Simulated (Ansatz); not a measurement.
Reaction (redistribution): `[CH3][Ge]([F])([SiH3])[Cl]` + `[F][GeH3]` → `[CH3][GeH]([SiH3])[Cl]` + `[F][GeH2][F]`

Isolated molecules relaxed with PBE0-D4/def2-TZVP in Ansatz; ΔE leaves out vibrations. CCSD(T)/CBS is the MP2 limit (def2-TZVPP, def2-QZVPP) plus CCSD(T) − MP2 in def2-TZVPP, frozen cores. Functionals use def2-TZVPP. HSE06 is defined as in plane-wave codes. For Ge outer-core shells are correlated without core-valence functions, which leaves a few kJ/mol of doubt a bond. Scalar relativity is left out up to krypton.

| level | ΔE (eV) |
| --- | --- |
| revPBE-D4 | 0.04 |
| r2SCAN-D4 | 0.03 |
| HSE06-D4 | 0.02 |
| B2PLYP | 0.02 |
| PBE0 | 0.01 |
| CCSD/def2-SVP | 0.00 |
| SCS-MP2/def2-TZVPP | -0.01 |
| CCSD/CBS(def2) | 0.01 |

Question: What does CCSD(T)/CBS give? (Best estimate.)

Answer: The calculation gave: +0.01 eV. The listed levels differ from it by 0.03, 0.02, 0.01, 0.01, 0.00, -0.01, -0.02, 0.00 eV.

Question: What do rigid-rotor, harmonic-oscillator terms from PBE0-D4/def2-TZVP frequencies (298.15 K, 1 bar) make of the CCSD(T)/CBS value? (Estimate.)

Answer: The calculation gave: ΔZPE = +0.02 eV, ΔH = +0.01 eV, ΔS = 2 J/(mol·K), ΔG = +0.01 eV.

Largest T1 diagnostic among the species: 0.012.

From BLYP to BHLYP (50 % exact exchange), in def2-TZVPP and without D4, ΔE moves by −0.03 eV. Leaving LDA and LC-ωPBE aside and taking each functional with its dispersion term where it has one, the values, not all of them listed here, spread over 0.07 eV, from PBE-QIDH to BLYP-D4.
